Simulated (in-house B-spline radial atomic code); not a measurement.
# The germanium ion Ge³⁺: [Ar] 3d10 4s1

Computed with an all-electron radial atomic-structure program (B-spline basis): Dirac-Kohn-Sham HSE06, spherical fractional occupations, Fermi nucleus of rms radius 4.0742 fm.

Z_r = [3n² - l(l+1)]/(2<r>); Z_e = n√(-2ε); the last column is Slater's effective charge. Values are occupation-weighted means over j.

| shell | electrons | ε (eV) | <r> (bohr) | Z_r | Z_e | Slater |
| --- | --- | --- | --- | --- | --- | --- |
| 1s | 2 | -11049 | 0.04699 | 31.92 | 28.50 | 31.70 |
| 2s | 2 | -1426.1 | 0.2095 | 28.63 | 20.48 | 27.85 |
| 2p | 6 | -1249.3 | 0.1836 | 27.23 | 19.16 | 27.85 |
| 3s | 2 | -210.72 | 0.6232 | 21.66 | 11.81 | 20.75 |
| 3p | 6 | -156.09 | 0.6461 | 19.35 | 10.16 | 20.75 |
| 3d | 10 | -66.554 | 0.7224 | 14.53 | 6.64 | 10.85 |
| 4s | 1 | -40.15 | 1.866 | 12.86 | 6.87 | 6.70 |

The least bound orbital is 4s1/2 at -40.15 eV, and it is also the most diffuse (<r> = 1.866 bohr).

Spin-orbit splittings of the orbital energies (j = l + 1/2 above j = l - 1/2 when positive): 2p 31.97 eV, 3p 4.344 eV, 3d 0.6071 eV.

For the 1s electron the small component carries 1.34 % of the norm, the zero-frequency Breit interaction raises the level by 16.19 eV, self-energy by 8.395 eV, and vacuum polarisation lowers it by 0.8095 eV.

Caution: exact exchange at fractional occupations of open shells leaves self-interaction of up to several eV.
